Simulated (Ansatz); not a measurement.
Molecule: sum formula SiBrCl2 (charge 0, doublet). It need not be the lowest isomer of its formula. 
Coordinates optimised at B3LYP-D3(BJ)/def2-TZVP (Ansatz, a program for electronic structure):
```
Si
Cl 1 2.0596
Cl 1 2.0596 2 109.01
Br 1 2.2330 2 109.80 3 120.32
```
Charge 0, spin multiplicity 2.

Dipole moments at this geometry, in debye (magnitudes).

```
level                 program  dipole (D)
--------------------  -------  ----------
r2SCAN/def2-TZVPD      Ansatz        0.54
HSE06/def2-TZVPD       Ansatz        0.57
CAM-B3LYP/def2-TZVPD   Ansatz        0.65
wB97M-V/def2-TZVPD     Ansatz        0.65
wB97X-V/def2-TZVPD     Ansatz           …
CCSD(T)/def2-SVPD      Ansatz           …
```

### Question
What belongs in the gaps?

### Answer

- wB97X-V/def2-TZVPD, dipole (D): 0.59
- CCSD(T)/def2-SVPD, dipole (D): 0.61
